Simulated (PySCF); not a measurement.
**From a computed spectrum to the compound**

A species of 5 atoms with charge 1 has these harmonic modes (BP86, small Gaussian bases with core potentials, PySCF 2.14.0):

| cm⁻¹ | km/mol | symmetry |
| --- | --- | --- |
| 462 | 28.0 | a1 |
| 542 | 1.6 | e |
| 542 | 1.6 | e |
| 1132 | 3.7 | a1 |
| 1328 | 24.3 | e |
| 1328 | 24.3 | e |
| 2932 | 22.4 | a1 |
| 3043 | 2.0 | e |
| 3043 | 2.0 | e |

(1) Which species is it, and in which structure?

Results:

(1) [Pb(CH3)]+ (singlet):
```xyz
5

Pb    0.0000    0.0000   -0.1574
C     0.0000    0.0000    2.1013
H    -1.0454    0.0000    2.4838
H     0.5227   -0.9054    2.4838
H     0.5227    0.9054    2.4838
```
Ideal gas at 298.15 K and 1 bar: S = 265.2 J/(mol K), Cp = 50.7 J/(mol K), H − H(0 K) = 11.7 kJ/mol (rigid rotor, harmonic modes, spin degeneracy alone). 
 The answer isn't unique; the calculation gave this one.
